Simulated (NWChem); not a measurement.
# C₂H₃FN₂Si; SMILES F[SiH2]/C=N\C#N

```xyz
9

N      0.9389     2.7318    -0.0009
C      0.0135     2.0180    -0.0004
N     -1.1226     1.2987    -0.0001
C     -1.0640     0.0092     0.0006
Si     0.5123    -1.0679     0.0012
F     -0.0139    -2.5929    -0.0019
H     -2.0404    -0.4869     0.0009
H      1.2892    -0.8034     1.2329
H      1.2929    -0.7994    -1.2273
```
Atoms are numbered in this order, from 1.

All runs: NWChem. The geometry was optimised at B3LYP/6-31G* (spherical d). Hybrids' shares of exact exchange are those that their runs print; pure functionals count as 0. The functionals differ in more than this share.

| row | share of exact exchange | highest occupied level (eV) |
|---|---|---|
| PBE/def2-TZVP | 0.00 | -7.00 |
| BLYP/def2-TZVP | 0.00 | -6.88 |
| TPSSh/def2-TZVP | 0.10 | -7.62 |
| B3LYP/def2-TZVP | 0.20 | -8.15 |
| Hartree-Fock/def2-TZVP | 1.00 | withheld |

Question: Fit a straight line of the last column on the one before it, predict the withheld value, and compare with the run.

Answer: 
1. Means of the 4 shown rows: x = 0.075, y = -7.412. Slope Σ(x − x̄)(y − ȳ)/Σ(x − x̄)² = -0.1683/0.02750 = -6.118; intercept -6.954.
2. The shown rows scatter about the line by 0.053 (root mean square); the largest residual is +0.07, at BLYP/def2-TZVP.
3. At x = 1.00 (Hartree-Fock/def2-TZVP; beyond the shown range) the line gives -13.07.
4. The run gives -11.69, +1.38 from the line, 26.0 times the scatter.
